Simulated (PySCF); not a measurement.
# How methods differ on the ionisation energy of Nd²⁺

Nd²⁺ [Xe] 4f4 (high-spin determinant) → Nd³⁺ [Xe] 4f3 (high-spin determinant), as a difference of total energies. All numbers are calculated (PySCF 2.14, scalar relativity by spin-free X2C-1e, in cc-pwCVTZ-X2C). Correlated levels: valence: [Kr] 4d10 frozen; valence and next inner shell: [Ar] 3d10 frozen. The calculations carry no spin-orbit coupling.

```csv
method,ionisation energy (eV),plus first-order spin-orbit estimate,difference from reference of that sum (eV)
UHF,19.856,19.815,-2.275
LDA,23.602,23.561,+1.471
PBE,23.259,23.218,+1.128
PBE0,22.684,22.643,+0.553
r2SCAN,22.962,22.920,+0.830
MP2 (valence),21.630,21.589,-0.501
SCS-MP2 (valence),21.010,20.969,-1.121
MP2 (valence and next inner shell),22.037,21.995,-0.095
SCS-MP2 (valence and next inner shell),21.425,21.383,-0.707
```

Reference: 22.09 ± 0.04 eV (semi-empirical (NIST evaluation); NIST Atomic Spectra Database, ionization energies).

A first-order spin-orbit estimate (lowest level to lowest level, LS coupling) adds -0.041 eV.

The determinant of Nd³⁺ and of Nd²⁺ mixes LS terms, which raises its energy above the lowest term, most at the Hartree-Fock and MP2 levels.
